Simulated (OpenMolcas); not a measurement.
# Eu2+: moving the ligands

Eu2+ with its 8 nearest fluoride ions at 2.542 Å, on the Sr site of SrF2 (a = 5.796 Å, distance in the model lattice 2.510 Å). The rest of the host is ab initio model potentials to 7.6 Å and point charges beyond; the distance is set by hand and nothing relaxes. Ligand basis ANO-RCC-VDZP.
```
Eu    0.0000    0.0000    0.0000
F     1.4676    1.4676    1.4676
F     1.4676    1.4676   -1.4676
F     1.4676   -1.4676    1.4676
F     1.4676   -1.4676   -1.4676
F    -1.4676    1.4676    1.4676
F    -1.4676    1.4676   -1.4676
F    -1.4676   -1.4676    1.4676
F    -1.4676   -1.4676   -1.4676
```

* Program: OpenMolcas 26.06
* Method: CASSCF
* Basis: ANO-RCC-VDZP [7s6p4d2f1g]
* Scalar Hamiltonian: DKH2, point nucleus
* Active space: 7 electrons in 7 orbitals (4f)
* State averaging: 2S+1 = 8 odd, 1 root; 2S+1 = 6 odd, 21 roots kept (CI in the orbitals of an earlier block)
* Spin-orbit coupling: RASSI with atomic mean-field integrals over the reference wave functions

Runs around this geometry, states (labels of O, the rotations of Oh). Energies in cm-1 above the lowest state or level, χT in cm3 K/mol.

```
R (Å)  Ground state  χT at 300 K
 2.51           8A1        7.859
2.542           8A1        7.859
 2.56           8A1        7.859
```

No quartet enters the spin-orbit mixing, so the splitting and order within the octet and the sextets are unsound, and g values and χT are rough. No measured value stands beside these numbers; the geometry was set by hand and not optimised.
